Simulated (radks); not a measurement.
Results of a calculation; reference values are marked as such.
Successive ionisation energies (eV) of one element, from differences of total energies of ions in their ground configurations, starting at charge 0: 3.990, 23.244, 33.610, 44.615, 56.168, 70.767, 83.582, 112.31, 126.67, 209.82, 236.28, 263.52, 291.51, 320.22, 349.64, 382.93, 413.95, 445.61, 477.92, 598.22, 632.25, 666.67. Code: a radial shooting solver on a logarithmic mesh with Libxc functionals. Model: Dirac Kohn-Sham, relativistic LDA (MacDonald-Vosko exchange, VWN5 correlation), spin-unpolarised, spherical densities, finite nucleus; open shells fill j = l - 1/2 first; Fermi nuclear charge, rms radius 4.8041 fm. Which element is it?

Answer. Caesium (Z = 55). The first species listed is Cs in [Xe] 6s1, the last Cs21+ in [Ar] 3d10 4s2 4p4.
